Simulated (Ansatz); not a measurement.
```yaml
crystal:
  periodic: [false, false, false]
  atoms:
    - {symbol: Zn, position_ang: [0.518768, -1.701104, -1.885377]}
    - {symbol: Zn, position_ang: [-1.034120, -0.009183, -0.353822]}
    - {symbol: Zn, position_ang: [1.568843, -0.232266, 0.018428]}
    - {symbol: Zn, position_ang: [-0.877084, 1.832358, 2.730928]}
    - {symbol: Zn, position_ang: [0.678326, 1.991598, 0.630534]}
    - {symbol: Te, position_ang: [-1.988981, -1.890909, -1.899773]}
    - {symbol: Te, position_ang: [-1.902146, 2.433968, 0.144644]}
    - {symbol: Te, position_ang: [3.024525, -1.663607, -1.544931]}
    - {symbol: Te, position_ang: [0.011880, -0.760846, 2.159361]}
basis:
  gaussian: {orbitals: def2-TZVP, initial_orbitals: start.molden}
magnetization: {spin_polarized: true, initial_magnetization: 4}
hamiltonian: {xc: pbe0, dispersion: d4}
scf: {omitted_lower_state_checks: [starts]}
output: {orbitals: {seedname: orbitals}}
```

The file start.molden holds the orbitals of an earlier run on this structure, at another level or in another basis.

```sh
$ ansatz run in.yaml --threads 4 --pin off --events-out ev --progress --plain --max-ram 6963MiB
```

Problem. Does this run fit into the memory that it is given?

Solution. No. It has 440 basis functions, and Ansatz plans for 11 GiB where 7 GiB are given.
